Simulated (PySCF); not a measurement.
## FeSe at M06

Computed with M06; PySCF, no relativity, basis sets Fe def2-TZVPP, Se def2-TZVPP.

For FeSe, the state is ⁵Δ (quintet), unpaired electrons σ ↑, π ↑↑, δ ↑, the bond length is 2.161 Å and the harmonic wavenumber is 384 cm⁻¹. The force constant is 2.86 mdyn/Å. The rotational constant Be is 0.1097 cm⁻¹. The anharmonicity ωexe is 1.06 cm⁻¹ and the vibration–rotation constant αe is 0.000398 cm⁻¹. The bond order (Mayer) is 2.16. The dipole moment (positive dipole means Fe(−)Se(+)) is -5.02 D.

De is left out where the level can put another filling of the metal’s s and d shells below the measured ground configuration, by anything from nothing to about 1 eV. Spin–orbit coupling is left out. The state is the lowest single determinant that the PBE0 search found; with open d or f shells the true ground state can be another one.
